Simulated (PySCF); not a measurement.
Molecule (SMILES): F[C]F (closed-shell singlet).
Geometry (B3LYP-D3(BJ)/def2-TZVP, fixed):
```xyz
3

F     -1.0201    -0.2528     0.0305
C     -0.0313     0.5961     0.0011
F      1.0410    -0.1446    -0.0312
```
Charge 0, spin multiplicity 1.

Basis-set convergence of the lowest singlet excitation energy at PBE0 with PySCF. Tamm-Dancoff approximation; the state is taken by its order, and sets in which it differs in degeneracy or brightness are left out, yet its character can still change. All functions are spherical. Density fitting with generated auxiliary sets. No added dispersion term, no relativity. Reference: the value in d-aug-cc-pVTZ, 5.100 eV, itself unsure by roughly 0.005 eV (its mean distance from aug-cc-pVQZ, aug-pcseg-2, aug-cc-pVTZ).

| basis | functions | lowest singlet excitation energy (eV) |
|---|---|---|
| 6-31G | 27 | ___ |
| pcseg-0 | 27 | ___ |
| cc-pVDZ | 42 | 5.096 |
| pcseg-1 | 42 | ___ |
| 6-311G** | 54 | 5.113 |
| 6-311+G** | 66 | 5.087 |
| def2-SVPD | 66 | ___ |
| cc-pVTZ | 90 | 5.122 |
| pcseg-2 | 90 | 5.103 |
| def2-TZVPP | 93 | 5.113 |
| 6-311++G(3df,3pd) | 117 | 5.103 |
| def2-TZVPPD | 117 | 5.103 |
| aug-pcseg-2 | 138 | 5.088 |
| cc-pVQZ | 165 | 5.112 |
| def2-QZVPP | 171 | 5.100 |
| d-aug-cc-pVTZ | 186 | 5.100 |
| def2-QZVPPD | 195 | 5.100 |
| aug-cc-pVQZ | 240 | 5.098 |

### Question
Complete the blanks.

### Answer

- 6-31G, lowest singlet excitation energy (eV): 4.850
- pcseg-0, lowest singlet excitation energy (eV): 4.964
- pcseg-1, lowest singlet excitation energy (eV): 5.151
- def2-SVPD, lowest singlet excitation energy (eV): 5.023
